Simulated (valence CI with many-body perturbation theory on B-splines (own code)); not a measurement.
**From CI to CI+MBPT in Ca¹³⁺**

Computed by relativistic CI+MBPT: five valence electrons over a frozen Dirac-Fock core [He], a basis of 9 s, 9 p, 8 d, 6 f, 3 g, 1 h functions for each j, with the one-electron correlation potential Σ1 (screened to all orders), the two-electron term Σ2, the three-electron term Σ3, Breit, model QED; selected single and double excitations, second order for the rest (own B-spline code, finite nucleus).

No measured spectrum was set against this ion. As an estimate, levels of excited configurations hold to 0.05 to 0.15 % of their energy, terms of the ground configuration to about 0.5 %. Among the levels kept, up to 1900 cm⁻¹ of a level comes from second order outside the variational space, and about a tenth of that is noise between levels of different J, which matters for small intervals.

Each rung adds one term. CI alone is the Dirac-Coulomb CI over the frozen core; QED comes last and gives the full result, which names the levels. Energies are above 2s²2p³ ⁴S°_3/2 on the same rung, in eV.

Names give the largest LS component (configuration and term), which can be under half, so a name can repeat, a term be missing and a line seem to break the LS rules; names also repeat where a configuration has a term twice. Letters in brackets count levels of one name in rising energy.

| Level | CI alone | + Σ1 | + Σ2 | + Σ3 | + Breit | Full |
| --- | --- | --- | --- | --- | --- | --- |
| 2s²2p³ ²D°_3/2 | 13.08 | 13.09 | 13.14 | 13.10 | 13.18 | 13.18 |
| 2s²2p³ ²D°_5/2 | 14.23 | 14.24 | 14.29 | 14.25 | 14.12 | 14.12 |
| 2s²2p³ ²P°_1/2 | 21.36 | 21.37 | 21.47 | 21.41 | 21.44 | 21.43 |
| 2s²2p³ ²P°_3/2 | 22.83 | 22.84 | 22.93 | 22.88 | 22.79 | 22.79 |
| 2s2p⁴ ⁴P_5/2 | 64.34 | 64.20 | 64.14 | 64.10 | 64.13 | 63.97 |
| 2s2p⁴ ⁴P_3/2 | 66.82 | 66.68 | 66.62 | 66.58 | 66.61 | 66.46 |
| 2s2p⁴ ⁴P_1/2 | 67.99 | 67.86 | 67.81 | 67.76 | 67.75 | 67.61 |
| 2s2p⁴ ²D_3/2 | 88.66 | 88.53 | 88.42 | 88.32 | 88.35 | 88.20 |
| 2s2p⁴ ²D_5/2 | 88.95 | 88.82 | 88.71 | 88.61 | 88.57 | 88.41 |
| 2s2p⁴ ²S_1/2 | 102.74 | 102.61 | 102.53 | 102.40 | 102.56 | 102.40 |
| 2s2p⁴ ²P_3/2 | 107.26 | 107.13 | 106.82 | 106.64 | 106.68 | 106.52 |
| 2s2p⁴ ²P_1/2 | 110.69 | 110.56 | 110.28 | 110.11 | 110.06 | 109.91 |
| 2p⁵ ²P°_3/2 | 168.21 | 167.94 | 167.56 | 167.37 | 167.53 | 167.22 |
| 2p⁵ ²P°_1/2 | 172.34 | 172.08 | 171.70 | 171.52 | 171.52 | 171.22 |
| 2s²2p²3s ⁴P_1/2 | 466.16 | 466.38 | 466.43 | 466.34 | 466.27 | 466.31 |
| 2s²2p²3s ⁴P_3/2 | 468.13 | 468.35 | 468.40 | 468.31 | 468.15 | 468.19 |
| 2s²2p²3s ⁴P_5/2 | 470.36 | 470.59 | 470.64 | 470.55 | 470.20 | 470.25 |
| 2s²2p²3s ²P_1/2 | 471.28 | 471.51 | 471.53 | 471.44 | 471.30 | 471.35 |
| 2s²2p²3s ²P_3/2 | 473.83 | 474.06 | 474.08 | 473.99 | 473.68 | 473.73 |
| 2s²2p²3s ²D_5/2 | 480.51 | 480.75 | 480.82 | 480.70 | 480.38 | 480.43 |
| 2s²2p²3s ²D_3/2 | 480.74 | 480.98 | 481.05 | 480.93 | 480.60 | 480.65 |
| 2s²2p²3p ²S°_1/2 | 483.53 | 483.72 | 483.75 | 483.65 | 483.60 | 483.60 |
| 2s²2p²3p ⁴D°_1/2 | 485.02 | 485.22 | 485.24 | 485.15 | 485.04 | 485.05 |
| 2s²2p²3p ⁴D°_3/2 | 485.43 | 485.62 | 485.65 | 485.56 | 485.48 | 485.48 |
| 2s²2p²3p ⁴D°_5/2 | 487.24 | 487.44 | 487.46 | 487.37 | 487.19 | 487.20 |
| 2s²2p²3p ⁴P°_3/2 | 487.96 | 488.16 | 488.18 | 488.09 | 487.92 | 487.93 |
| 2s²2p²3p ⁴P°_1/2 | 488.19 | 488.39 | 488.41 | 488.32 | 488.14 | 488.15 |
| 2s²2p²3p ⁴D°_7/2 | 489.34 | 489.54 | 489.56 | 489.47 | 489.11 | 489.12 |
| 2s²2p²3p ⁴P°_5/2 | 489.33 | 489.53 | 489.57 | 489.47 | 489.19 | 489.20 |
| 2s²2p²3p ²D°_3/2 [a] | 490.14 | 490.34 | 490.37 | 490.27 | 490.09 | 490.09 |
| 2s²2p²3s ²S_1/2 | 491.64 | 491.87 | 492.02 | 491.88 | 491.67 | 491.71 |

(1) How does the ionisation energy move along the ladder, and which term matters most?

## Answers

(1) CI alone 816.68, + Σ1 816.92, + Σ2 816.95, + Σ3 816.86, + Breit 816.76, + QED 816.76 eV. The largest step is Σ1, 0.24 eV. NIST lists 817.2 ± 0.6 eV (semi-empirical).
